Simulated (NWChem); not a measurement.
A series in which one site is exchanged, each optimised at PBE0/def2-SVP with NWChem, gas phase unless a solvent is named. All stand in one matching conformer (torsions within 35°), which need not be the lowest. 

A: [OH][Ga]([OH])[F] (GaH₂O₂F; site = Ga)
B: OB(O)F (BH2O2F; site = B)
C: [Sc]([OH])([F])[OH] (ScH$_{2}$O$_{2}$F; site = Sc)
D: [OH][Al]([OH])[F] (AlH2O2F; site = Al)

Values for A:

| Item | Value |
|---|---|
| orbital gap (eV), PBE0/def2-SVP | 7.94 |
| highest harmonic frequency (cm⁻¹), PBE0/def2-SVP | 3909 |
| static polarisability, PBE0/def2-SVPD (bohr³) | 33.4 |

**Question.** How do these values change for the other members?

**Answer.** 
```
change from A                                         B      C      D
------------------------------------------------  -----  -----  -----
orbital gap (eV), PBE0/def2-SVP                   +2.83  -0.97  +0.56
highest harmonic frequency (cm⁻¹), PBE0/def2-SVP    +31   +102    +86
static polarisability, PBE0/def2-SVPD (bohr³)      -9.9   +5.2   -3.3
```
